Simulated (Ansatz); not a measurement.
`C[SiH2]B(O)O` + `[F][AlH][SeH]` → `C[Se][AlH][F]` + `OB(O)[SiH3]`  (substitution at a C–Si bond)

Calculated with Ansatz (gas phase, PBE0-D4/def2-TZVP geometries, no zero-point term in ΔE). CBS: MP2 limit from def2 TZ/QZ plus the TZ coupled-cluster correction, frozen cores. DFT in def2-TZVPP. B3LYP here is the variant with VWN-RPA as its local correlation; programs differ in this. For Se outer-core shells are correlated without core-valence functions, which leaves a few kJ/mol of doubt a bond. Scalar relativity is left out up to krypton. One conformer a species, not always the lowest.

```tsv
level	ΔE (kJ/mol)	difference from CCSD(T)/CBS
PBE-D4	54.3	-0.9
r2SCAN-D4	60.2	5.0
B3LYP-D4	51.8	-3.4
ωB97M-V	57.8	2.6
PBE	53.9	-1.3
r2SCAN	59.8	4.6
PBE0	56.3	1.1
B3LYP	51.6	-3.6
HF/def2-TZVPP	50.7	-4.5
CCSD(T)/def2-TZVPP	53.6	-1.6
CCSD(T)/CBS	55.2	0
```

Largest T1 diagnostic among the species: 0.014.
